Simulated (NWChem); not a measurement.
## Lowest excitation of Cl2Si

```xyz
3

Si     0.0000     0.0000    -0.9417
Cl    -1.6401     0.0000     0.3877
Cl     1.6401     0.0000     0.3877
```
Charge 0, spin multiplicity 1.

Everything below was run with NWChem. The geometry was optimised at PBE/def2-SVP, a minimum by its harmonic frequencies.

Basis set: aug-cc-pVDZ.

The correlated methods keep 15 core orbitals frozen. B3LYP has NWChem's definition, with VWN1-RPA local correlation. The structure started from a generated list of species. Coupled-cluster values serve here as a point of comparison, not as the truth.

Order these methods by the lowest vertical singlet excitation energy they give, lowest first: TD-LDA (SVWN5), EOM-CCSD, TD-B3LYP, CIS.

TD-LDA (SVWN5) (3.60 eV), TD-B3LYP (3.76 eV), EOM-CCSD (3.96 eV), CIS (4.25 eV)
